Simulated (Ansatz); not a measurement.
Born–Oppenheimer molecular dynamics of a periodic cell of 30 atoms, H₄C (packed as 6 CH4, density as packed 0.42 g/cm³ with natural masses). It starts from a partly relaxed structure (largest force component 0.23 eV/Å).

Computed with DFT PBE-D3(BJ), scalar-relativistic, plane waves, PAW in Ansatz. Settings: cutoff 420 eV, k mesh 1x1x1, fermi-dirac smearing 0.02 eV, no spin polarisation.

```yaml
ensemble: NVT, Langevin thermostat
time_step: 0.5 fs
steps_asked: 300
set_temperature: 700 K
friction: 0.02 /fs
seed: 995330
```

Frames 2.5 fs apart, positions in Å, forces in eV/Å.

Velocities at 55.0 fs (Å/ps):

```
C -5.48 -0.64 -3.21
H 25.48 24.86 -1.71
H -45.31 11.85 -18.59
H -29.32 -7.93 3.31
H -22.89 -4.11 20.07
C 7.87 4.04 0.12
H 19.61 -25.14 -36.09
H 0.93 14.79 6.91
H 11.86 0.04 29.86
H -1.41 -10.07 1.20
C 0.78 2.50 1.81
H -19.70 12.72 -20.91
H -7.38 -24.50 3.50
H -4.71 -5.10 17.93
H 2.08 31.41 -2.36
C -2.63 -9.33 14.35
H -19.89 20.31 30.84
H -29.43 15.99 -29.43
H 6.76 -23.55 -1.45
H -8.18 8.60 35.11
C -6.74 6.58 -4.79
H 5.05 2.77 14.48
H -2.64 -36.81 3.10
H 13.42 -1.14 19.32
H 7.89 -0.71 7.85
C -4.67 -3.69 -11.18
H 30.64 -35.45 -14.76
H 42.69 13.02 -41.11
H -43.51 1.81 -8.16
H 11.03 21.99 -15.47
```

```xyz
30
Lattice="7.2304 0.0000 0.0000 0.0000 7.2304 0.0000 0.0000 0.0000 7.2304" Properties=species:S:1:pos:R:3:forces:R:3 time_fs=55.0 energy_less_start_eV=1.227 T=508
C 5.883 5.731 4.471 -1.05 3.14 -0.06
H 4.909 5.287 4.457 -1.07 -0.14 0.34
H 6.057 6.328 5.418 -0.34 -0.50 -1.03
H 5.902 6.408 3.550 0.44 -0.88 1.14
H 6.518 4.920 4.466 1.96 -1.63 -0.38
C 3.490 1.470 5.391 1.94 -2.93 -0.36
H 4.306 1.620 6.088 0.56 0.01 0.08
H 3.697 0.568 4.740 0.56 1.07 0.09
H 3.346 2.328 4.824 -0.91 1.59 -0.97
H 2.743 1.004 5.948 -2.15 0.28 1.09
C 6.793 2.095 3.883 -0.16 2.82 -0.34
H 7.616 2.817 4.043 -0.40 -0.10 0.14
H 6.262 1.866 4.765 -0.52 -0.24 1.27
H 7.216 1.262 3.474 1.15 -2.55 -1.03
H 6.095 2.506 3.144 0.05 0.08 0.11
C 0.872 0.277 0.678 -0.19 0.39 0.51
H 1.491 1.131 0.419 0.54 0.03 0.12
H 0.544 0.397 1.702 -0.31 0.37 0.43
H 1.415 -0.668 0.715 -0.21 0.12 -0.74
H 0.000 0.384 0.030 -0.12 -0.71 -0.18
C 2.954 5.056 7.176 2.96 0.71 0.85
H 3.295 6.100 6.950 -0.16 -0.66 0.58
H 2.018 4.951 6.759 -2.12 -0.65 -1.17
H 2.920 4.818 8.253 -0.05 0.45 -0.14
H 3.736 4.399 6.769 -0.44 -0.12 -0.28
C 6.425 3.863 0.766 0.95 0.95 -0.45
H 5.928 4.541 0.067 0.18 -0.03 -0.46
H 5.621 3.315 1.195 -0.68 -0.53 0.88
H 6.932 4.569 1.497 -0.25 -1.26 -0.56
H 7.072 3.122 0.224 -0.17 0.91 0.53
30
Lattice="7.2304 0.0000 0.0000 0.0000 7.2304 0.0000 0.0000 0.0000 7.2304" Properties=species:S:1:pos:R:3:forces:R:3 time_fs=57.5 energy_less_start_eV=1.214 T=530
C 5.869 5.735 4.461 0.60 0.91 -0.22
H 4.919 5.324 4.453 -2.34 -1.01 0.29
H 5.941 6.349 5.356 0.26 0.11 0.14
H 5.831 6.378 3.565 0.83 -0.29 0.15
H 6.527 4.870 4.493 0.59 0.28 -0.33
C 3.514 1.472 5.393 -0.56 -2.00 0.76
H 4.373 1.557 6.026 0.62 0.22 0.63
H 3.705 0.635 4.742 0.54 -0.16 -1.03
H 3.334 2.378 4.872 -0.58 0.82 -0.46
H 2.694 0.986 5.963 -0.05 1.15 0.05
C 6.791 2.110 3.888 -1.09 -0.32 -0.35
H 7.558 2.845 4.025 0.66 0.35 0.59
H 6.235 1.809 4.798 0.36 0.53 -0.20
H 7.234 1.190 3.497 0.00 0.12 -0.26
H 6.093 2.589 3.162 0.21 -0.67 0.33
C 0.867 0.257 0.715 0.07 0.66 -0.75
H 1.468 1.162 0.514 0.32 -0.55 -0.15
H 0.459 0.461 1.661 -0.35 -0.07 1.86
H 1.408 -0.711 0.698 -0.55 0.82 -0.25
H -0.035 0.380 0.103 0.21 -0.65 -0.60
C 2.941 5.077 7.167 1.80 -1.70 1.48
H 3.309 6.086 7.007 -0.24 0.28 -0.06
H 1.967 4.852 6.751 -0.15 0.09 -0.25
H 2.949 4.835 8.295 -0.22 0.53 -1.39
H 3.746 4.384 6.771 -0.97 0.52 0.06
C 6.419 3.856 0.739 2.51 0.77 -1.20
H 6.006 4.474 0.009 -0.92 1.25 -1.51
H 5.669 3.306 1.119 -2.78 -2.03 1.64
H 6.828 4.536 1.468 0.72 -0.14 0.48
H 7.080 3.181 0.181 0.50 0.18 0.53
30
Lattice="7.2304 0.0000 0.0000 0.0000 7.2304 0.0000 0.0000 0.0000 7.2304" Properties=species:S:1:pos:R:3:forces:R:3 time_fs=60.0 energy_less_start_eV=1.563 T=441
C 5.859 5.743 4.452 -1.42 -2.08 0.74
H 4.829 5.309 4.443 0.34 -0.18 0.24
H 5.822 6.394 5.319 0.64 0.02 0.36
H 5.777 6.337 3.577 0.90 0.55 -1.17
H 6.549 4.829 4.491 -0.54 1.71 -0.16
C 3.539 1.466 5.400 -1.15 0.32 0.20
H 4.455 1.526 6.018 -0.61 0.25 0.11
H 3.756 0.701 4.664 0.07 -0.07 -0.65
H 3.280 2.466 4.900 0.42 -1.34 0.69
H 2.632 1.043 5.957 1.19 0.85 -0.37
C 6.792 2.119 3.891 -0.92 -1.78 0.35
H 7.530 2.890 4.060 0.68 -0.10 0.57
H 6.213 1.785 4.842 1.01 0.94 -1.34
H 7.270 1.122 3.499 -0.82 2.06 0.31
H 6.093 2.656 3.197 0.25 -1.11 0.26
C 0.864 0.238 0.746 -2.19 2.16 0.70
H 1.476 1.142 0.610 0.19 -0.36 -0.50
H 0.366 0.513 1.712 0.75 -1.01 -0.04
H 1.393 -0.692 0.665 -0.04 -0.28 0.23
H -0.070 0.323 0.126 1.01 -0.34 -0.34
C 2.937 5.098 7.170 0.13 -3.64 0.49
H 3.292 6.085 7.067 0.01 1.36 -0.61
H 1.913 4.786 6.724 1.66 0.90 0.64
H 2.975 4.875 8.279 -0.45 0.18 -0.84
H 3.749 4.381 6.779 -1.16 0.95 0.16
C 6.430 3.852 0.711 -3.25 -0.98 -2.04
H 6.021 4.494 -0.114 -0.09 -0.21 0.72
H 5.576 3.217 1.127 0.95 0.63 -0.67
H 6.748 4.472 1.471 1.37 1.21 1.66
H 7.111 3.242 0.160 1.06 -0.66 0.30
30
Lattice="7.2304 0.0000 0.0000 0.0000 7.2304 0.0000 0.0000 0.0000 7.2304" Properties=species:S:1:pos:R:3:forces:R:3 time_fs=62.5 energy_less_start_eV=1.550 T=459
C 5.836 5.747 4.451 -3.06 -0.98 1.12
H 4.763 5.273 4.440 1.59 0.35 0.10
H 5.716 6.452 5.326 0.89 -0.82 -0.63
H 5.777 6.321 3.546 0.73 0.33 -0.70
H 6.540 4.880 4.490 -0.21 1.13 0.11
C 3.554 1.462 5.407 -0.22 0.99 -1.42
H 4.494 1.525 6.020 -1.08 0.21 -0.07
H 3.825 0.766 4.553 -0.63 0.55 0.82
H 3.261 2.488 4.928 0.90 -1.50 0.78
H 2.616 1.161 5.934 0.94 -0.22 -0.10
C 6.792 2.119 3.894 -0.38 -0.35 0.77
H 7.525 2.903 4.140 0.26 -0.47 0.14
H 6.249 1.795 4.835 0.47 0.61 -0.88
H 7.275 1.172 3.515 -0.39 1.20 -0.04
H 6.092 2.653 3.210 0.24 -0.94 0.17
C 0.852 0.231 0.773 -3.44 2.26 1.69
H 1.488 1.096 0.675 0.33 0.42 -0.70
H 0.313 0.504 1.778 1.28 -1.31 -1.15
H 1.374 -0.667 0.656 0.52 -1.35 0.42
H -0.072 0.249 0.133 1.04 0.15 -0.24
C 2.931 5.100 7.172 0.52 -0.37 -0.75
H 3.245 6.162 7.070 -0.42 -0.62 -0.61
H 1.963 4.767 6.733 0.45 0.76 0.21
H 2.941 4.943 8.227 -0.33 -0.36 1.15
H 3.698 4.409 6.787 0.00 0.36 -0.15
C 6.427 3.839 0.675 -2.79 -0.31 -0.53
H 6.027 4.496 -0.189 0.27 -0.67 1.53
H 5.519 3.161 1.118 2.14 1.33 -1.33
H 6.774 4.439 1.520 0.25 0.13 -0.18
H 7.210 3.270 0.177 0.16 -0.48 0.48
30
Lattice="7.2304 0.0000 0.0000 0.0000 7.2304 0.0000 0.0000 0.0000 7.2304" Properties=species:S:1:pos:R:3:forces:R:3 time_fs=65.0 energy_less_start_eV=1.269 T=551
C 5.801 5.749 4.450 -3.36 1.23 -0.31
H 4.765 5.259 4.443 1.10 0.27 -0.12
H 5.664 6.472 5.308 0.92 -0.77 -0.70
H 5.824 6.315 3.481 0.33 -0.38 0.74
H 6.509 4.958 4.497 0.97 -0.37 0.37
C 3.570 1.468 5.410 1.51 0.72 -2.75
H 4.490 1.539 6.017 -0.65 0.11 0.20
H 3.871 0.854 4.473 -0.93 0.40 1.57
H 3.295 2.449 4.966 0.71 0.06 0.17
H 2.651 1.258 5.890 -0.74 -1.26 0.82
C 6.791 2.116 3.899 0.18 2.79 -0.22
H 7.539 2.869 4.214 -0.07 -0.20 -0.31
H 6.310 1.839 4.781 -1.22 -0.44 1.58
H 7.286 1.272 3.556 0.94 -1.55 -1.13
H 6.095 2.609 3.192 0.33 -0.55 0.21
C 0.827 0.235 0.804 -1.17 0.00 1.04
H 1.487 1.073 0.667 0.27 0.54 -0.58
H 0.339 0.435 1.796 0.68 -0.79 -0.49
H 1.366 -0.698 0.663 -0.08 0.00 0.67
H -0.027 0.182 0.131 0.01 0.44 -0.59
C 2.934 5.094 7.172 1.16 2.63 0.89
H 3.173 6.204 7.019 -0.21 -1.57 -0.45
H 2.036 4.784 6.766 -2.34 -0.13 -0.92
H 2.886 5.015 8.240 -0.01 -0.44 0.85
H 3.631 4.420 6.779 1.67 -0.75 -0.53
C 6.417 3.833 0.641 1.20 -0.49 0.61
H 6.065 4.461 -0.178 -0.14 0.41 0.24
H 5.587 3.183 1.010 0.65 0.12 -0.47
H 6.815 4.392 1.544 -0.51 -0.19 -1.08
H 7.311 3.271 0.207 -1.20 0.16 0.66
30
Lattice="7.2304 0.0000 0.0000 0.0000 7.2304 0.0000 0.0000 0.0000 7.2304" Properties=species:S:1:pos:R:3:forces:R:3 time_fs=67.5 energy_less_start_eV=1.218 T=607
C 5.752 5.757 4.447 0.61 0.84 -1.83
H 4.837 5.240 4.435 -1.54 -0.76 -0.19
H 5.703 6.447 5.267 0.41 0.48 0.46
H 5.894 6.274 3.446 -0.27 -0.28 1.11
H 6.514 5.004 4.505 0.74 -0.29 0.44
C 3.591 1.482 5.405 0.96 0.14 -1.45
H 4.473 1.548 6.027 0.02 -0.06 0.56
H 3.875 0.953 4.471 -0.55 -0.55 0.67
H 3.373 2.439 5.010 0.17 1.75 -0.40
H 2.663 1.284 5.878 -0.70 -1.25 0.64
C 6.790 2.130 3.900 0.53 0.18 0.66
H 7.522 2.835 4.248 0.43 0.90 -0.16
H 6.280 1.853 4.795 -0.64 -0.53 0.62
H 7.358 1.313 3.522 0.24 -0.90 -0.43
H 6.108 2.527 3.182 -0.40 0.39 -0.60
C 0.801 0.241 0.838 1.72 -0.80 -1.24
H 1.492 1.073 0.617 -0.26 -0.16 0.07
H 0.410 0.321 1.808 -0.71 0.18 1.39
H 1.352 -0.716 0.733 -0.18 0.61 0.38
H 0.043 0.154 0.089 -0.87 0.35 -0.53
C 2.948 5.084 7.170 -0.21 0.44 1.22
H 3.062 6.169 6.961 0.54 -0.73 -0.41
H 2.002 4.783 6.762 -0.92 -0.05 -0.22
H 2.843 5.053 8.302 0.42 -0.46 -1.13
H 3.650 4.362 6.733 0.43 0.56 0.37
C 6.409 3.829 0.612 5.26 1.90 0.47
H 6.075 4.448 -0.174 -0.23 1.21 -0.78
H 5.686 3.211 0.872 -3.36 -3.20 1.29
H 6.815 4.340 1.531 -0.83 0.17 -0.81
H 7.339 3.293 0.295 -0.83 -0.07 -0.17
30
Lattice="7.2304 0.0000 0.0000 0.0000 7.2304 0.0000 0.0000 0.0000 7.2304" Properties=species:S:1:pos:R:3:forces:R:3 time_fs=70.0 energy_less_start_eV=1.430 T=606
C 5.704 5.771 4.439 2.89 -1.33 -1.59
H 4.835 5.172 4.433 -1.31 -0.46 -0.01
H 5.785 6.442 5.247 -0.21 1.04 0.87
H 5.930 6.218 3.446 -0.60 0.17 0.55
H 6.574 5.041 4.537 -0.84 0.58 0.16
C 3.614 1.498 5.396 -1.11 2.22 1.35
H 4.458 1.555 6.089 -0.17 -0.33 0.17
H 3.867 1.031 4.505 0.38 -1.72 -1.51
H 3.450 2.529 5.041 0.02 0.19 0.25
H 2.639 1.223 5.860 0.76 -0.35 -0.25
C 6.795 2.146 3.900 0.84 -2.35 0.89
H 7.533 2.854 4.259 0.00 0.77 -0.40
H 6.221 1.856 4.841 0.71 -0.14 -1.20
H 7.445 1.278 3.449 -1.39 1.24 1.06
H 6.081 2.448 3.147 0.03 0.56 -0.23
C 0.791 0.241 0.862 1.60 -0.33 -2.56
H 1.521 1.070 0.560 -0.88 -0.87 0.87
H 0.473 0.228 1.877 -1.00 0.76 0.64
H 1.348 -0.712 0.828 0.08 0.36 -0.26
H 0.080 0.153 -0.011 -0.03 0.22 1.31
C 2.968 5.071 7.171 -2.72 -1.60 -0.26
H 2.979 6.100 6.842 0.97 0.36 -0.20
H 1.908 4.772 6.734 1.72 0.17 0.87
H 2.832 5.046 8.299 0.57 -0.21 -1.19
H 3.679 4.320 6.725 -0.33 1.10 0.65
C 6.415 3.835 0.584 -0.13 -0.61 0.60
H 6.069 4.492 -0.212 0.31 0.23 0.06
H 5.647 3.079 0.792 -0.03 0.18 0.14
H 6.763 4.298 1.503 -0.75 0.77 0.33
H 7.319 3.297 0.387 0.62 -0.60 -1.12
```

Of the whole run (150 fs, mean temperature of the second half 747 K): A run of 0.15 ps of so small a system gives no equilibrium averages. Limits of this set-up: coarse k mesh.

The run took 6 min on 1 thread of Arm Neoverse V2, on a shared host, peak memory 0.37 GiB.
